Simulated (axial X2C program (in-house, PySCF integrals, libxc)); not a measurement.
# NaAg: cheaper levels and CCSD(T), 2c

All values were computed with an axial X2C code built on PySCF integrals. Two-component (2c) means X2C with spin–orbit coupling and atomic mean-field two-electron Coulomb and Gaunt terms. Basis: Ag dyall-cv3z [12s12p8d5f3g], Na dyall-cv3z [9s8p5d2f] (cores contracted in-house); Gaussian nuclei, density fitting, unrestricted open shells. Masses: Ag 106.905 u, Na 22.990 u.

State: Ω = 0 (closed shell); fragments Ag + Na.

```csv
level,Re (Å),ωe (cm⁻¹),De (eV)
PBE0,2.682,199.2,1.39
HF,2.827,170.2,0.338
MP2,2.659,213.0,1.41
CCSD,2.701,199.9,1.46
r2SCAN0,2.665,202.3,1.37
```

Correlated methods: 12 electrons correlated (number of frozen shells: Ag 4 s, 3 p, 1 d; Na 2 s, 1 p), 300 virtual spin orbitals or spinors in MP2, 90 natural virtuals in coupled cluster.

CCSD(T), same Hamiltonian and basis:

Re = 2.689 Å, ωe = 203.9 cm⁻¹, De = 1.56 eV; T1 = 0.040 (Lee–Taylor normalisation).

(1) Give the differences from CCSD(T) in the columns below.

One determinant describes the state; a PBE0 search over occupations chose it and may have missed a lower one. Closed shells are restricted here (equal orbitals for both partners); the stretched side of such a curve lies too high. Dissociation energies refer to the lowest single-determinant-based atoms at the same level and basis. Coupled cluster ran in a truncated set of natural virtual spinors; the MP2 energy of the rest was added. (T) has no such correction and the atoms are truncated less, which lowers De at CCSD(T) by a hundredth of an eV or more. The T1 diagnostic is large, a sign of multireference character. With the outer-core shells frozen, correlated bond lengths of heavy atoms tend to come out a few hundredths of an ångström too long.

Answers

(1) 

```json
{"level": "PBE0", "ΔRe (Å)": "-0.007", "Δωe (cm⁻¹)": "-4.7", "ΔDe (eV)": "-0.17"}
{"level": "HF", "ΔRe (Å)": "0.138", "Δωe (cm⁻¹)": "-33.7", "ΔDe (eV)": "-1.22"}
{"level": "MP2", "ΔRe (Å)": "-0.030", "Δωe (cm⁻¹)": "9.1", "ΔDe (eV)": "-0.15"}
{"level": "CCSD", "ΔRe (Å)": "0.012", "Δωe (cm⁻¹)": "-4.0", "ΔDe (eV)": "-0.10"}
{"level": "r2SCAN0", "ΔRe (Å)": "-0.024", "Δωe (cm⁻¹)": "-1.6", "ΔDe (eV)": "-0.19"}
```
